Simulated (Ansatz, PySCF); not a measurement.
C6H8N2, SMILES c1cc(N)ccc1N. Atoms are numbered in the order given.

```xyz
16

N     -2.8162     0.0956     0.0000
C     -1.4251     0.0183     0.0000
C     -0.6953     0.0093     1.1970
C      0.6953    -0.0093     1.1970
C      1.4251    -0.0183     0.0000
N      2.8162    -0.0956     0.0000
C      0.6953    -0.0093    -1.1970
C     -0.6953     0.0093    -1.1970
H     -3.2577    -0.2699    -0.8350
H     -3.2577    -0.2699     0.8350
H     -1.2290     0.0223     2.1518
H      1.2290    -0.0223     2.1518
H      3.2577     0.2699     0.8350
H      3.2577     0.2699    -0.8350
H      1.2290    -0.0223    -2.1518
H     -1.2290     0.0223    -2.1518
```
Charge 0, spin multiplicity 1.

Geometry optimised at PBE0-D3(BJ)/def2-SVP. Other conformers were not sampled.

Two levels are set side by side: PBE-D3(BJ)/def2-SVP (Ansatz, an electronic-structure program) and PBE0-D3(BJ)/def2-SVP (Ansatz). Each level has its own optimised geometry; the coordinates shown are those of the second. Frequencies come from the Hessian of PySCF at each geometry. Differences are taken from unrounded values.

| quantity | PBE0-D3(BJ) | PBE-D3(BJ) | PBE-D3(BJ) minus PBE0-D3(BJ) |
|---|---|---|---|
| mean bond length (Å) | 1.225 | 1.234 | 0.009 |
| bond N1–C2 (Å) | 1.393 | 1.401 | 0.008 |
| bond C2–C3 (Å) | 1.402 | 1.413 | 0.011 |
| bond C2–C8 (Å) | 1.402 | 1.413 | 0.011 |
| bond C3–C4 (Å) | 1.391 | 1.400 | 0.009 |
| bond C4–C5 (Å) | 1.402 | 1.413 | 0.011 |
| bond C5–N6 (Å) | 1.393 | 1.401 | 0.008 |
| bond C5–C7 (Å) | 1.402 | 1.413 | 0.011 |
| bond C7–C8 (Å) | 1.391 | 1.400 | 0.009 |
| bond N1–H9 (Å) | 1.013 | 1.022 | 0.009 |
| bond N1–H10 (Å) | 1.013 | 1.022 | 0.009 |
| bond C3–H11 (Å) | 1.094 | 1.102 | 0.008 |
| bond C4–H12 (Å) | 1.094 | 1.102 | 0.008 |
| bond N6–H13 (Å) | 1.013 | 1.022 | 0.009 |
| bond N6–H14 (Å) | 1.013 | 1.022 | 0.009 |
| bond C7–H15 (Å) | 1.094 | 1.102 | 0.008 |
| bond C8–H16 (Å) | 1.094 | 1.102 | 0.008 |
| highest harmonic wavenumber (cm⁻¹) | 3706 | 3577 | -129 |
| mean harmonic wavenumber (cm⁻¹) | 1407 | 1360 | -47 |
| zero-point energy (kcal/mol) | 84.47 | 81.67 | -2.80 |

Exact exchange shortens and stiffens bonds; PBE has none. Differences between two approximate levels are no errors against the true value.
